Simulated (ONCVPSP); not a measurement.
Plane-wave convergence, ONCV potential for Sc (Z = 21)

ONCVPSP 4.0.1 input, shortened (lines: element, Z, core and valence counts, functional; n l f; lmax; l rc ep ncon nbas qcut; lloc lpopt rc5 dvloc0; l nproj debl; icmod fcfact rcfact), LDA (Perdew-Wang 92), scalar-relativistic:

```
  Sc 21.00    5    1  -001012      upf
    1    0    2.00
    2    0    2.00
    2    1    6.00
    3    0    2.00
    3    1    6.00
    3    2    1.00
    2
    0    2.10    0.06    4    8    2.70
    1    2.55    0.05    4    7    2.70
    2    2.65    0.00    4    9    5.70
    4    5    1.95   -1.00
    0    3    3.20
    1    2    1.70
    2    1    1.70
    0    0.00    0.00
```

In the s channel the program set the typed energies aside and used 0.050, 3.250, 6.450 Ha.

Q: For each optimised wave give the share of its norm inside rc, the residual kinetic energy above qcut (Ha) and the cutoffs (Ha) for errors of 10, 1, 0.1 and 0.01 mHa per electron.

A:

| wave | norm inside rc | residual KE | 10 mHa | 1 mHa | 0.1 mHa | 0.01 mHa |
| --- | --- | --- | --- | --- | --- | --- |
| s projector 1 | 0.113 | 1.8e-03 | 2.5 | 11.4 | 37.7 | 50.3 |
| s projector 2 | 0.072 | 2.3e-01 | 17.0 | 50.2 | 58.5 | 86.1 |
| s projector 3 | 0.071 | 6.2e-01 | 13.8 | 33.4 | 70.0 | 91.7 |
| p projector 1 | 0.162 | 6.2e-04 | 1.7 | 3.5 | 7.7 | 21.5 |
| p projector 2 | 0.135 | 5.1e-02 | 9.2 | 28.5 | 33.6 | 44.8 |
| 3d | 0.902 | 6.1e-06 | 10.5 | 12.8 | 14.3 | 16.9 |

The occupied waves need 13 Ha and 14 Ha for 1 and 0.1 mHa. Note: ghosts flagged at negative energy: s at -523.0 eV; GHOST(+) flagged for p at 66.9 eV, s at 112.6 eV, s at 514.4 eV. A true bound ghost makes a file unfit for plane-wave use. Its largest configuration-test error is +528 meV.
